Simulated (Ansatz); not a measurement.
Relaxation of CH6BFOSSi (12 atoms, charge 0, multiplicity 1), to a largest force component of 0.02 eV/Å in at most 40 steps.

These are results of RKS PBE0-D4/STO-3G in Ansatz, not measurements.

```xyz
12
Properties=species:S:1:pos:R:3
B -1.919 0.351 0.995
O -1.554 0.489 -0.417
Si 0.141 0.504 -0.426
C 0.910 -1.178 0.032
F 0.763 1.642 0.663
S 0.865 1.026 -2.381
H -2.131 -0.660 1.477
H -2.131 1.395 1.603
H 1.948 -1.161 0.019
H 0.438 -1.940 -0.652
H 0.515 -1.452 1.088
H 2.232 0.929 -1.968
```

Question: Where does it end, and by what steps?

Answer: It converged. The force dipped under the threshold on the way, but the program's further checks kept it going. Limits of this set-up: minimal basis. After 23 steps the energy has fallen by 1.599 eV; H8 moved furthest, 1.28 Å.

```csv
step,energy less start (eV),largest force component (eV/Å),accepted
0,0.0000,5.565,yes
1,-0.5572,2.643,yes
2,-0.8311,1.254,yes
3,-0.9653,0.721,yes
4,-1.0959,0.737,yes
5,-1.2302,0.761,yes
6,-1.3273,1.012,yes
7,-1.4723,0.814,yes
8,-1.5327,0.858,yes
9,-1.5612,0.679,yes
10,-1.5733,0.478,yes
11,-1.5822,0.282,yes
12,-1.5862,0.255,yes
13,-1.5874,0.356,yes
14,-1.5946,0.076,yes
15,-1.5969,0.101,yes
16,-1.5980,0.015,yes
17,-1.5977,0.157,no
18,-1.5983,0.039,yes
19,-1.5978,0.110,no
20,-1.5986,0.016,yes
21,-1.5987,0.056,yes
22,-1.5987,0.041,yes
23,-1.5988,0.020,yes
```

```xyz
12
Properties=species:S:1:pos:R:3
B -1.993 0.397 0.873
O -1.166 1.092 0.094
Si 0.483 0.685 -0.183
C 0.851 -1.130 0.077
F 1.278 1.582 0.921
S 0.870 1.328 -2.162
H -1.669 -0.591 1.428
H -3.092 0.799 0.996
H 1.888 -1.357 -0.191
H 0.197 -1.754 -0.539
H 0.702 -1.415 1.123
H 1.729 0.308 -2.402
```

Whether the end is a true minimum wasn't checked by a vibrational analysis.

The run took 78 s on 1 thread of AMD EPYC 7R13 Processor (Zen 3), with other jobs on the host, peak memory 0.21 GiB.
